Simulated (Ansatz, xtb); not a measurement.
## Isomers of AlH7O3Si2 in order of energy

5 gas-phase structures of AlH7O3Si2, from a drawn sample of its isomers (lower ones may exist). Each was relaxed with GFN2-xTB; where two conformers were screened, the lower at r2SCAN-D4/def2-SVP is listed:

A. `[OH][Al]([O][SiH3])[O][SiH3]`, a singlet
B. `O[SiH]([O][AlH2])O[SiH3]`, a singlet
C. `O[SiH2][O][AlH][O][SiH3]`, a singlet
D. `O[SiH2]O[SiH2][O][AlH2]`, a singlet
E. `[OH][AlH][O][SiH2]O[SiH3]`, a singlet

Question: Estimate their order in r2SCAN-D4/def2-SVP energy at these geometries, lowest first.

Answer: Calculated order at r2SCAN-D4/def2-SVP: A (0.0), C (6.8), E (10.4), B (13.9), D (18.4) kcal/mol.

Energies above the lowest of each column, in kcal/mol; the last columns are at PBE0-D4/def2-SVP geometries and were run for some of them only (a dash: not run or not comparable):

| structure | GFN2-xTB | HF/STO-3G | r2SCAN-D4/def2-SVP | PBE0-D4/def2-SVP | CCSD(T)/def2-SVP + ΔMP2/def2-TZVPP |
| --- | --- | --- | --- | --- | --- |
| A | 12.2 | 0.0 | 0.0 | 0.0 | 0.0 |
| C | 6.5 | 5.4 | 6.8 | 4.8 | 4.5 |
| E | 0.0 | 18.1 | 10.4 | 6.2 | 6.0 |
| B | 13.2 | 10.1 | 13.9 | – | – |
| D | 11.2 | 15.5 | 18.4 | – | – |

CCSD(T)/def2-SVP + ΔMP2/def2-TZVPP puts A lowest of those it was run on; GFN2-xTB picks E. Flexible structures stand in one conformer each, not always the lowest. Frequencies (GFN2-xTB) were run for A alone. ΔMP2 is the change of the MP2 energy from the smaller to the larger basis.

Over these structures GFN2-xTB departs from r2SCAN-D4/def2-SVP by 6.0 kcal/mol on average once a common shift is removed. A GFN2-xTB relaxation took about 0.41 s and the r2SCAN-D4/def2-SVP energy about 3.9 s on a shared host (Ansatz 0.2.0, xtb 6.7.1).
